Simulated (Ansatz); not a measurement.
Al₂FHSe (`[F][Al]1[AlH][Se]1`). Charge 0, multiplicity 1. All single points use the PBE0-D4/def2-TZVP geometry.

```xyz
5

F     0.472    1.573   -2.339
Al    0.160    0.692   -0.986
Al   -0.638   -0.358    1.010
Se    1.387   -1.036    0.008
H    -1.381   -0.871    2.306
```

Q: What is the dipole moment at r2SCAN/def2-TZVPP? (An estimate is asked.)

A: Computed: 1.92 D, with components (-1.46, 0.06, 1.25) D in this frame, pointing from negative to positive charge.

Q: And with PBE, B3LYP, ωB97M-V? (Best estimate.)

A: The calculation gave: PBE 1.85 D, B3LYP 2.12 D, ωB97M-V 2.26 D.

Q: Give the Mulliken charges with r2SCAN, PBE, ωB97M-V in def2-TZVPP. (Estimate.)

A: Ansatz gave: 
```csv
atom,r2SCAN,PBE,ωB97M-V
F1,-0.32,-0.27,-0.31
Al2,0.50,0.41,0.46
Al3,0.20,0.14,0.17
Se4,-0.27,-0.22,-0.26
H5,-0.11,-0.06,-0.06
```

B3LYP here is the variant with VWN-RPA as its local correlation; programs differ in this.
